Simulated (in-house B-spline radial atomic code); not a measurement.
The potassium ion K⁸⁺: [Ne] 3s1

Method: Dirac-Kohn-Sham HSE06, spherical fractional occupations, Fermi nucleus of rms radius 3.4349 fm. Calculated with an all-electron radial atomic-structure program (B-spline basis).

Z_r = [3n² - l(l+1)]/(2<r>); Z_e = n√(-2ε); the last column is Slater's effective charge. Values are occupation-weighted means over j.

```csv
shell,electrons,ε (eV),<r> (bohr),Z_r,Z_e,Slater
1s,2,-3729,0.08098,18.52,16.56,18.70
2s,2,-527.98,0.3826,15.68,12.46,14.85
2p,6,-453.2,0.345,14.49,11.54,14.85
3s,1,-165.61,1.062,12.71,10.47,10.20
```

The least bound orbital is 3s1/2 at -165.6 eV, and it is also the most diffuse (<r> = 1.062 bohr).

Spin-orbit splittings of the orbital energies (j = l + 1/2 above j = l - 1/2 when positive): 2p 2.993 eV.

For the 1s electron the small component carries 0.46 % of the norm, the zero-frequency Breit interaction raises the level by 3.019 eV, self-energy by 1.399 eV, and vacuum polarisation lowers it by 0.1007 eV.

Caution: exact exchange at fractional occupations of open shells leaves self-interaction of up to several eV.
